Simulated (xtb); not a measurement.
CHF3O3S, triplet, at the geometry of the source list (a higher spin typed on purpose: for a closed-shell molecule this is an excited state). Base run: GFN2-xTB (xtb).

Input for xtb:
```
$ xtb mol.xyz --gfn 2 --uhf 2 --json

# file mol.xyz
9

O      1.28650000    -0.33030000    -0.98130000
S      0.68400000     0.44560000     0.25820000
O      1.16040000    -0.15310000     1.45510000
O      0.77870000     1.83740000     0.04040000
C     -1.09730000    -0.06040000     0.03250000
F     -1.85290000     0.41370000     1.00630000
F     -1.55100000     0.37380000    -1.12970000
F     -1.14950000    -1.38820000     0.04620000
H      1.74110000    -1.13850000    -0.72760000
```

Variants of this job, named by their change:

```
change         ΔE vs base (mEh)  dipole (D)  SCF cycles
-------------  ----------------  ----------  ----------
base                      0.000        2.95          13
acc = 30                  0.000        2.95          10
alpb = ch2cl2            -8.945        3.25          12
acc = 0.1                 0.000        2.95          15
acc = 1000                0.379        2.96           6
acc = 0.0001              0.000        2.95          20
etemp = 3000             -8.355        2.73          13
```

ALPB and GBSA are two models with their own fitted parameters for each solvent, which aren't always the measured dielectric constant.
